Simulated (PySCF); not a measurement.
# Atomic charges against the basis set

Compound: C3H10Al (charge -1).
Structure used (PBE0-D3(BJ)/def2-SVP), in Å, numbered top down from 1:
```
atom  x, y, z in Å
C1    -1.6592    0.2545   -0.1517
C2    -0.8855   -0.3412    1.0179
C3     0.5241    0.2307    1.1611
Al4    1.8400   -0.1461   -0.3547
H5    -1.7733    1.3460   -0.0314
H6    -2.6701   -0.1791   -0.2516
H7    -1.1161    0.0969   -1.0974
H8    -1.4918   -0.2048    1.9405
H9    -0.8207   -1.4362    0.8713
H10    0.9877   -0.1749    2.0824
H11    0.4586    1.3253    1.3323
H12    1.8436   -1.7735   -0.6486
H13    1.4226    0.6540   -1.7394
H14    3.3398    0.3479    0.1271
```

PBE0 throughout (PySCF), one geometry, spherical d and f functions. Isolated species at its PBE0-D3(BJ)/def2-SVP geometry (one conformer only). Atoms taken as equivalent share a column and are averaged. The first 7 of 8 kinds of atom are listed.

Mulliken charges (e):

```tsv
basis	functions	C1	C2	C3	Al4	H5/H6/H7	H8/H9	H10/H11
pcSseg-0	60	-0.616	-0.503	-0.872	+0.689	+0.206	+0.194	+0.185
cc-pVDZ	110	-0.081	-0.069	-0.227	+0.021	+0.023	-0.006	-0.010
aug-cc-pVDZ	186	+0.458	+0.490	+0.065	-0.326	-0.171	-0.261	-0.208
IGLO-III	249	-0.346	-0.172	-0.602	+0.889	+0.093	+0.076	+0.079
cc-pVTZ	264	-0.283	-0.140	-0.247	-0.038	+0.077	+0.048	+0.030
```

IAO charges (e):

```csv
basis,functions,C1,C2,C3,Al4,H5/H6/H7,H8/H9,H10/H11
pcSseg-0,60,-0.410,-0.241,-0.590,+0.182,+0.127,+0.107,+0.105
cc-pVDZ,110,-0.396,-0.216,-0.579,+0.200,+0.120,+0.097,+0.098
aug-cc-pVDZ,186,-0.409,-0.225,-0.594,+0.211,+0.125,+0.102,+0.102
IGLO-III,249,-0.412,-0.227,-0.606,+0.260,+0.126,+0.103,+0.103
cc-pVTZ,264,-0.411,-0.226,-0.600,+0.234,+0.126,+0.102,+0.103
```

Hirshfeld charges (e):

```
      basis  functions      C1      C2      C3     Al4  H5/H6/H7   H8/H9  H10/H11
   pcSseg-0         60  -0.110  -0.060  -0.220  +0.114    +0.018  +0.003   -0.008
    cc-pVDZ        110  -0.118  -0.072  -0.226  +0.106    +0.021  +0.007   -0.004
aug-cc-pVDZ        186  -0.136  -0.093  -0.242  +0.139    +0.024  +0.012   -0.002
   IGLO-III        249  -0.136  -0.091  -0.239  +0.135    +0.024  +0.011   -0.002
    cc-pVTZ        264  -0.130  -0.084  -0.235  +0.121    +0.023  +0.010   -0.002
```

ESP-fitted charges (e):

| basis | functions | C1 | C2 | C3 | Al4 | H5/H6/H7 | H8/H9 | H10/H11 |
| --- | --- | --- | --- | --- | --- | --- | --- | --- |
| pcSseg-0 | 60 | -0.420 | +0.323 | -0.557 | +0.723 | +0.085 | -0.064 | +0.059 |
| cc-pVDZ | 110 | -0.270 | +0.268 | -0.230 | +0.363 | +0.042 | -0.082 | -0.018 |
| aug-cc-pVDZ | 186 | -0.354 | +0.403 | -0.277 | +0.660 | +0.052 | -0.116 | -0.033 |
| IGLO-III | 249 | -0.345 | +0.377 | -0.288 | +0.617 | +0.053 | -0.108 | -0.025 |
| cc-pVTZ | 264 | -0.335 | +0.345 | -0.267 | +0.520 | +0.052 | -0.099 | -0.022 |

Some averages cover members that differ in this geometry, most widely: H5/H6/H7, Mulliken in cc-pVDZ -0.011 to +0.068; H5/H6/H7, Mulliken in pcSseg-0 +0.174 to +0.251; H5/H6/H7, Mulliken in cc-pVTZ +0.050 to +0.118; H5/H6/H7, ESP-fitted in aug-cc-pVDZ +0.019 to +0.085 e.

Q: Which scheme is steadiest as the basis changes?

A: Largest range over the bases for any column: Hirshfeld 0.03 e, IAO 0.08 e, ESP-fitted 0.36 e, Mulliken 1.21 e. Hirshfeld charges move least and Mulliken charges most, counted in e.

Q: How much do the charges still move between the two largest bases, IGLO-III and cc-pVTZ?

A: At most, over all atoms: Mulliken 0.928 e, IAO 0.025 e, Hirshfeld 0.014 e, ESP-fitted 0.097 e.

Q: What do the same runs give for the total energy and the frontier levels?

A: 
```json
{"basis": "pcSseg-0", "energy (Eh)": "-361.9731", "HOMO (eV)": "-2.15", "LUMO (eV)": "5.84"}
{"basis": "cc-pVDZ", "energy (Eh)": "-362.5140", "HOMO (eV)": "-1.90", "LUMO (eV)": "5.62"}
{"basis": "aug-cc-pVDZ", "energy (Eh)": "-362.5262", "HOMO (eV)": "-2.13", "LUMO (eV)": "2.67"}
{"basis": "IGLO-III", "energy (Eh)": "-362.5731", "HOMO (eV)": "-2.10", "LUMO (eV)": "4.28"}
{"basis": "cc-pVTZ", "energy (Eh)": "-362.5673", "HOMO (eV)": "-2.05", "LUMO (eV)": "4.83"}
```
